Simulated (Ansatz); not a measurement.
C7H7F6GaO2⁺, that is GaMe2(hfac) with one electron fewer. Charge 1, multiplicity 2. Geometry PBE-D4/def2-SVP, that of the neutral singlet; atoms count from 1.

Cartesian coordinates in Å:
```
Ga 0.804 1.424 -0.424
C 0.811 2.684 1.085
H 0.278 2.247 1.953
H 0.311 3.633 0.809
H 1.849 2.919 1.395
C 1.475 1.414 -2.270
H 1.396 0.397 -2.703
H 2.536 1.732 -2.312
H 0.882 2.109 -2.900
O -1.104 0.767 -0.550
C -1.532 -0.361 -0.150
C -3.052 -0.544 -0.356
F -3.356 -0.415 -1.661
F -3.722 0.401 0.331
F -3.484 -1.753 0.061
C -0.793 -1.409 0.430
C 0.596 -1.324 0.637
C 1.335 -2.536 1.246
F 2.024 -2.154 2.337
F 2.206 -3.034 0.345
F 0.489 -3.525 1.604
O 1.366 -0.348 0.370
H -1.315 -2.326 0.722
```

Single mean-field runs in def2-TZVP are fitted with def2-universal-jkfit.

Estimate the Mulliken populations from the PBE0/def2-TZVP orbitals of Ansatz.


```tsv
atom	charge (e)	spin (α − β)
Ga1	0.49	0.01
C2	-0.44	0.23
H3	0.18	0.00
H4	0.20	0.00
H5	0.20	0.00
C6	-0.44	0.22
H7	0.18	0.00
H8	0.20	0.00
H9	0.20	0.00
O10	-0.23	0.17
C11	0.24	-0.08
C12	0.45	0.00
F13	-0.12	0.00
F14	-0.12	0.00
F15	-0.13	0.00
C16	-0.20	0.35
C17	0.24	-0.08
C18	0.45	0.00
F19	-0.12	0.00
F20	-0.12	0.00
F21	-0.13	0.00
O22	-0.23	0.17
H23	0.24	-0.01
```
Mulliken values depend strongly on the basis.

Where does the spin sit?

Summed by element: Ga 0.01, C 0.65, H -0.01, O 0.34, F -0.01, of 1 unpaired in all. Largest on single atoms: C16 0.35, C2 0.23, C6 0.22.

And the Mayer bond orders between heavy atoms (over 0.3)?

Ga1–C2 0.91 (1.97 Å); Ga1–C6 0.91 (1.96 Å); Ga1–O10 0.54 (2.02 Å); Ga1–O22 0.54 (2.02 Å); O10–C11 1.61 (1.27 Å); C11–C12 1.00 (1.54 Å); C11–C16 1.25 (1.41 Å); C12–F13 1.17 (1.35 Å); C12–F14 1.17 (1.35 Å); C12–F15 1.15 (1.35 Å); C16–C17 1.25 (1.41 Å); C17–C18 1.00 (1.54 Å); C17–O22 1.60 (1.27 Å); C18–F19 1.17 (1.35 Å); C18–F20 1.16 (1.35 Å); C18–F21 1.15 (1.35 Å).
